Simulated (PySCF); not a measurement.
PySCF 2.14 output of an unrestricted M06-L calculation on a single atom or ion in aug-cc-pVTZ-PP with one added diffuse shell each of s, d, f type with ECP10MDF (7s5p5d3f, 68 functions), with a scalar-relativistic core potential:

```
SCF conv_tol = 1e-09
number electrons alpha = 13  beta = 10
    Y. Zhao and D. G. Truhlar.,  J. Chem. Phys. 125, 194101 (2006)
    Y. Zhao and D. G. Truhlar.,  J. Chem. Phys. 125, 194101 (2006)
    Y. Zhao and D. G. Truhlar.,  Theor. Chem. Acc. 120, 215 (2008)
cycle= 1 E= -332.20864393022  delta_E= -0.00644  |g|= 0.0581  |ddm|= 0.575
cycle= 2 E= -332.209224553787  delta_E= -0.000581  |g|= 0.0424  |ddm|= 0.398
cycle= 3 E= -332.209605084602  delta_E= -0.000381  |g|= 0.00243  |ddm|= 0.104
cycle= 4 E= -332.209640953049  delta_E= -3.59e-05  |g|= 0.00101  |ddm|= 0.117
cycle= 5 E= -332.209648852039  delta_E= -7.9e-06  |g|= 0.000437  |ddm|= 0.0366
cycle= 6 E= -332.209650975295  delta_E= -2.12e-06  |g|= 0.00011  |ddm|= 0.0128
cycle= 7 E= -332.20965113667  delta_E= -1.61e-07  |g|= 2.77e-05  |ddm|= 0.00388
cycle= 8 E= -332.20965114306  delta_E= -6.39e-09  |g|= 1.06e-05  |ddm|= 0.00133
cycle= 9 E= -332.209651144334  delta_E= -1.27e-09  |g|= 3.59e-06  |ddm|= 0.000321
cycle= 10 E= -332.209651144486  delta_E= -1.53e-10  |g|= 8.98e-07  |ddm|= 0.000132
converged SCF energy = -332.209651144486  <S^2> = 3.7533032  2S+1 = 4.0016513
```

The run itself started from symmetry-adapted Hartree-Fock orbitals and held the occupation by maximum overlap, on a logarithmic radial grid, so the iterations belong to that start.

Task: Which element, charge and spin multiplicity is this?

Result: As (arsenic, neutral), multiplicity 4; the state was [Ar] 3d10 4s2 4p2 5s1, high-spin 4P determinant (an excited configuration).

Energies and moments cover only the electrons outside the core potential. The outer electron is Rydberg-like, and this basis confines it to a smaller radius and binds it less than a complete one would.
